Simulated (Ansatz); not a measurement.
Reaction (ligand exchange at a V–O bond): `[CH3][V](=[O])([OH])[Cl]` + H–F → `[CH3][V](=[O])([F])[Cl]` + H₂O

Computed with Ansatz on PBE0-D4/def2-TZVP structures; ΔE is electronic, products minus reactants. CBS: MP2 limit from def2 TZ/QZ plus the TZ coupled-cluster correction, frozen cores. This one scheme is used for every species. Functionals use def2-TZVPP. For V outer-core shells are correlated without core-valence functions, which leaves a few kJ/mol of doubt a bond. Scalar relativity is left out up to krypton. Each species was taken in one conformer, which may not be the lowest.

Problem. Is it downhill or uphill in electronic energy at CCSD(T)/CBS, and by how much? (Best estimate.)

Solution. Computed: Downhill: ΔE = -7.3 kcal/mol.

Problem. What do these levels give: r2SCAN-D4, B97M-V, r2SCANh-D4, PBE-QIDH, BLYP, HF/def2-QZVPP? (An estimate is asked.)

Solution. The calculation gave: r2SCAN-D4 -9.4, B97M-V -10.0, r2SCANh-D4 -9.2, PBE-QIDH -7.5, BLYP -10.2, HF/def2-QZVPP -11.0 kcal/mol.

Problem. What do rigid-rotor, harmonic-oscillator terms from PBE0-D4/def2-TZVP frequencies (298.15 K, 1 bar) make of the CCSD(T)/CBS value? (An estimate is asked.)

Solution. Ansatz gave: ΔZPE = +0.6 kcal/mol, ΔH = -6.7 kcal/mol, ΔS = 9 J/(mol·K), ΔG = -7.3 kcal/mol.

Largest T1 diagnostic among the species: 0.031, so the coupled-cluster value is less sure than usual.

In def2-TZVPP, CCSD(T) changes the Hartree–Fock value by +3.3 kcal/mol (the triples alone add +0.7 kcal/mol) and MP2 by +5.3 kcal/mol. Leaving LDA and LC-ωPBE aside and taking each functional with its dispersion term where it has one, the values spread over 2.5 kcal/mol, from B97M-V to PBE-QIDH. LDA lies +1.5 kcal/mol from PBE without D4. At CCSD(T), def2-SVP lies −1.0 kcal/mol from the extrapolated value and def2-TZVPP −0.0 kcal/mol.
